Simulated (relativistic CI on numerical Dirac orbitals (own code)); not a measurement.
**Transition arrays of La16+**

Method of calculation: Dirac-Coulomb-Breit CI, separate exchange-only KLI orbitals for each configuration, model QED, valence Slater integrals scaled by 0.9, whole transition arrays (own radial code, finite nucleus).

CI space (outside the closed core [Ar] 3d10 4s2): 4p6.4d5, 4p6.4d4.4f, 4p5.4d6, 4p6.4d4.5p, 4p6.4d4.5f. Levels of other configurations are missing.

All E1 lines from the levels of 4p6.4d5; mean and standard deviation are weighted by gf, and upper levels are sorted by their leading configuration.

```
Upper configuration  Lines     Σgf  Mean (eV)  Mean (nm)  σ (eV)  Strongest line (nm)
         4p6.4d4.4f   6552  1712.5     135.99      9.117    3.93                9.067
            4p5.4d6   2163   214.9     134.61      9.210   11.38                8.958
         4p6.4d4.5p   3245   129.7     160.09      7.745    3.88                7.716
         4p6.4d4.5f   5470    76.3     243.82      5.085    3.03                5.044
```

Σgf per state of the lower configuration in bins of 0.2 nm over the central range (centre: value): 5.1: 0.27, 7.5: 0.06, 7.7: 0.31, 7.9: 0.11, 8.7: 0.20, 8.9: 1.28, 9.1: 4.95, 9.3: 0.83, 9.5: 0.09.

(1) How do configuration mixing and the scaling of the Slater integrals move the arrays?

## Answers

(1) Slater scale 0.9, no configuration mixing: 4p6.4d4.4f 128.7 ± 5.7 eV (Σgf 1084.9), 4p5.4d6 119.9 ± 10.7 eV (Σgf 648.7), 4p6.4d4.5p 160.6 ± 3.0 eV (Σgf 159.9), 4p6.4d4.5f 243.6 ± 3.1 eV (Σgf 106.8); Slater scale 1: 4p6.4d4.4f 138.5 ± 4.1 eV (Σgf 1712.2), 4p5.4d6 137.6 ± 10.3 eV (Σgf 257.1), 4p6.4d4.5p 159.9 ± 4.3 eV (Σgf 124.3), 4p6.4d4.5f 243.9 ± 3.3 eV (Σgf 74.8); Slater scale 0.8: 4p6.4d4.4f 133.5 ± 3.9 eV (Σgf 1626.7), 4p5.4d6 132.1 ± 10.4 eV (Σgf 260.0), 4p6.4d4.5p 160.3 ± 2.9 eV (Σgf 133.9), 4p6.4d4.5f 243.7 ± 2.8 eV (Σgf 77.8). With mixing, levels are counted to their leading configuration, so an array can shrink or vanish into another, and the sums then hold other lines.
